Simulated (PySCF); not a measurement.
Compound: C₄H₇NSSi.
Z-matrix (Å and degrees, PBE0-D3(BJ)/def2-SVP geometry), rows numbered from 1:
```
Si
C   1  1.8976
C   2  1.4954  1  111.91
C   3  1.4308  2  124.76  1   -84.77
N   4  1.3111  3  117.38  2   178.30
S   5  1.6540  4  109.21  3    -0.32
C   3  1.3768  2  126.49  1    92.70
H   1  1.4940  2  109.81  3    59.52
H   1  1.4959  2  110.25  3   179.67
H   1  1.4940  2  109.51  3   -60.20
H   2  1.1012  1  108.27  3   122.60
H   2  1.1022  1  108.31  3  -122.10
H   4  1.0953  3  123.98  2    -2.06
H   7  1.0904  3  127.81  2     2.18
```

Method: core-valence-separated Tamm–Dancoff BHandHLYP/aug-pcX-1 (pcseg-1 on H, def2-SVPD on Si, def2-SVPD on S) in PySCF, non-relativistic, gas phase, PBE0-D3(BJ)/def2-SVP geometry. The energies are unshifted.

Task: List the carbon K-edge absorption lines.

Result: 
```json
{"E (eV)": "283.24", "f": "0.0566", "core hole on": "C7", "main final orbital": "LUMO (80 %)", "polarisation": "normal to the local trigonal plane"}
{"E (eV)": "283.50", "f": "0.0519", "core hole on": "C4", "main final orbital": "LUMO (57 %)", "polarisation": "normal to the local trigonal plane"}
{"E (eV)": "283.66", "f": "0.0638", "core hole on": "C3", "main final orbital": "LUMO (54 %)", "polarisation": "normal to the local trigonal plane"}
{"E (eV)": "285.46", "f": "0.0061", "core hole on": "C2", "main final orbital": "LUMO (60 %)", "polarisation": "–"}
{"E (eV)": "285.61", "f": "0.0066", "core hole on": "C2", "main final orbital": "LUMO+1 (51 %)", "polarisation": "–"}
{"E (eV)": "285.79", "f": "0.0123", "core hole on": "C3", "main final orbital": "LUMO (41 %)", "polarisation": "normal to the local trigonal plane"}
{"E (eV)": "286.14", "f": "0.0272", "core hole on": "C2", "main final orbital": "LUMO+3 (31 %)", "polarisation": "–"}
{"E (eV)": "286.36", "f": "0.0234", "core hole on": "C7", "main final orbital": "spread", "polarisation": "in the local trigonal plane"}
{"E (eV)": "286.39", "f": "0.0288", "core hole on": "C2", "main final orbital": "LUMO+6 (49 %)", "polarisation": "–"}
{"E (eV)": "286.71", "f": "0.0254", "core hole on": "C7", "main final orbital": "spread", "polarisation": "in the local trigonal plane"}
{"E (eV)": "286.78", "f": "0.0096", "core hole on": "C4", "main final orbital": "LUMO (38 %)", "polarisation": "normal to the local trigonal plane"}
{"E (eV)": "286.88", "f": "0.0007", "core hole on": "C3", "main final orbital": "LUMO+1 (85 %)", "polarisation": "–"}
{"E (eV)": "286.94", "f": "0.0014", "core hole on": "C2", "main final orbital": "LUMO+5 (43 %)", "polarisation": "–"}
{"E (eV)": "286.98", "f": "0.0171", "core hole on": "C4", "main final orbital": "LUMO+3 (35 %)", "polarisation": "in the local trigonal plane"}
{"E (eV)": "287.19", "f": "0.0082", "core hole on": "C3", "main final orbital": "LUMO+4 (69 %)", "polarisation": "in the local trigonal plane"}
{"E (eV)": "287.31", "f": "0.0014", "core hole on": "C2", "main final orbital": "LUMO+2 (31 %)", "polarisation": "–"}
{"E (eV)": "287.39", "f": "0.0036", "core hole on": "C2", "main final orbital": "spread", "polarisation": "–"}
{"E (eV)": "287.49", "f": "0.0074", "core hole on": "C2", "main final orbital": "LUMO+9 (42 %)", "polarisation": "–"}
{"E (eV)": "287.50", "f": "0.0062", "core hole on": "C4", "main final orbital": "LUMO+4 (66 %)", "polarisation": "in the local trigonal plane"}
```

The first line with a tenth or more of the strongest one's intensity is at 283.24 eV (f = 0.057), with the hole on C7 (aromatic CH next to a ring sulfur), polarised normal to the local trigonal plane: a 1s→π* resonance. The strongest listed is at 283.66 eV (f = 0.064; C3, 1s→π*).

Task: Give energies, oscillator strengths and core holes at the N K edge.

Result: 
```json
{"E (eV)": "396.92", "f": "0.0560", "core hole on": "N5", "main final orbital": "LUMO (77 %)"}
{"E (eV)": "399.34", "f": "0.0433", "core hole on": "N5", "main final orbital": "LUMO+4 (35 %)"}
{"E (eV)": "401.76", "f": "0.0007", "core hole on": "N5", "main final orbital": "LUMO+1 (38 %)"}
{"E (eV)": "401.90", "f": "0.0019", "core hole on": "N5", "main final orbital": "LUMO+6 (31 %)"}
{"E (eV)": "402.06", "f": "0.0056", "core hole on": "N5", "main final orbital": "LUMO+1 (37 %)"}
{"E (eV)": "402.49", "f": "0.0007", "core hole on": "N5", "main final orbital": "LUMO+2 (43 %)"}
```

The first line with a tenth or more of the strongest one's intensity is at 396.92 eV (f = 0.056), with the hole on N5 (pyridine-type nitrogen). It is also the strongest listed.

Roots within 0.03 eV whose holes lie on the same, on equivalent or on shared atoms are summed into one line, and the highest roots are left out, as the search may have cut off their partners. Final orbitals are the ground state's empty Kohn–Sham orbitals. A dash: too weak, shared between unlike atoms, or no plane or axis to refer to.

Task: What is the summed oscillator strength of the listed C K lines, and their intensity-weighted mean energy?

Result: Σf = 0.358 over 19 lines from 283.24 to 287.50 eV; the weighted mean is 285.05 eV. The strongest line holds 18 % of the sum.

The ionisation thresholds weren't computed; near and above them a finite basis only mimics Rydberg series and continuum.

One conformer stands for the species.
